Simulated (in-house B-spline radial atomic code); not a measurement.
Radial electron density of the lutetium ion Lu³⁺, [Xe] 4f14. Level of theory: Dirac-Kohn-Sham PBE, spherical fractional occupations, Fermi nucleus of rms radius 5.37 fm; calculated with a B-spline radial code for spherical atoms.

Columns: r (bohr), 4πr²n(r) (electrons per bohr), bar.

```
0.000647    3.247 #
0.000796    4.539 ##
 0.00098    6.318 ##
 0.00121    8.777 ###
 0.00148    11.93 ####
 0.00183    16.32 ######
 0.00225    21.89 ########
 0.00277    29.02 ##########
 0.00341    37.81 #############
  0.0042    48.28 #################
 0.00516    59.93 #####################
 0.00636    72.36 #########################
 0.00783    84.07 #############################
 0.00963    93.42 ################################
  0.0119    98.83 ##################################
  0.0146    99.08 ##################################
   0.018    94.97 #################################
  0.0221    89.74 ###############################
  0.0272    88.24 ##############################
  0.0335    94.92 #################################
  0.0412    109.3 ######################################
  0.0508    124.1 ###########################################
  0.0625      128 ############################################
  0.0769    117.2 ########################################
  0.0947    102.1 ###################################
   0.117      100 ##################################
   0.143    111.5 ######################################
   0.177    115.2 ########################################
   0.217    94.28 ################################
   0.268    65.01 ######################
   0.329    57.18 ####################
   0.406    66.11 #######################
   0.499    65.14 ######################
   0.614    48.04 #################
   0.756    29.67 ##########
   0.931    19.27 #######
    1.15    13.72 #####
    1.41    8.963 ###
    1.74    4.474 ##
    2.14    1.636 #
    2.63   0.4188 
    3.24  0.06882 
    3.99 0.006808 
    4.91 0.0003856
```

On this grid the curve has 4 maxima, near 0.0146, 0.0625, 0.177, 0.406 bohr.

The 4f7/2 radial function P(r) = rR(r), positive near the nucleus, with its small component Q(r) (sign convention: Q ≈ (P' + κP/r)/2c):

| r (bohr) | P | Q |
| --- | --- | --- |
| 0.0272 | 0.002148 | -0.0001279 |
| 0.0412 | 0.008942 | -0.0005131 |
| 0.0625 | 0.03386 | -0.001847 |
| 0.0947 | 0.1112 | -0.005668 |
| 0.143 | 0.3016 | -0.01407 |
| 0.217 | 0.651 | -0.02717 |
| 0.329 | 1.042 | -0.03766 |
| 0.499 | 1.185 | -0.03562 |
| 0.756 | 0.9628 | -0.0226 |
| 1.15 | 0.5826 | -0.01022 |
| 1.74 | 0.2668 | -0.003515 |
| 2.63 | 0.08452 | -0.0008637 |
| 3.99 | 0.01432 | -0.0001222 |
